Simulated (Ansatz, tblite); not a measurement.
Spin states of the cluster AgI₂, each relaxed with PBE0-D4/def2-TZVP in Ansatz. Electronic energies in the gas phase.

In the def2 sets Ag, I take a core potential, while STO-3G treats all electrons; there is no spin–orbit coupling. The xTB rows come from tblite. Correlated methods freeze 8 core orbitals; core or outer-core shells of Ag, I are correlated, in sets that lack core-valence functions. The rows differ in basis, and correlated rows in double-zeta sets carry the largest basis error. In CCSD on the charge 0 doublet the largest single amplitude is 0.44, so its Hartree–Fock determinant may place the open shell otherwise than the density functionals do. The structure comes from a short search, and lower isomers may exist.

Doublet geometry (D∞h within 0.1 Å):

```xyz
3

Ag    0.0003    0.0007   -0.0001
I    -1.5515    0.6122   -1.9603
I     1.5512   -0.6128    1.9603
```

Quartet geometry (D∞h within 0.1 Å):

```xyz
3

Ag    0.0033   -0.0234   -0.0053
I     3.1308    0.7800   -1.4737
I    -3.1341   -0.7566    1.4790
```

Run but left out: PBE-D4/def2-TZVP, BLYP-D4/def2-TZVP (doublet: an occupied level 0.01 to 0.05 eV above an empty one).

Only these spin states were relaxed. The quartet has other bonds than the doublet, so the gap mixes isomer and spin.

(1) Estimate which spin state lies lowest at each of these levels, and by how much: GFN1-xTB; HF/STO-3G; HF/def2-SVP; PBE0-D4/def2-TZVP; ωB97M-V/def2-TZVP; PBE-QIDH/def2-TZVP; CCSD/def2-SVP; CCSD(T)/def2-SVP.

Results:

(1) 
| level | quartet − doublet (kcal/mol) | lowest of these |
| --- | --- | --- |
| GFN1-xTB | 120.6 | doublet |
| HF/STO-3G | 139.2 | doublet |
| HF/def2-SVP | 46.4 | doublet |
| PBE0-D4/def2-TZVP | 87.1 | doublet |
| ωB97M-V/def2-TZVP | 77.6 | doublet |
| PBE-QIDH/def2-TZVP | 80.1 | doublet |
| CCSD/def2-SVP | 71.8 | doublet |
| CCSD(T)/def2-SVP | 75.7 | doublet |

The xTB methods have no spin-polarisation term.
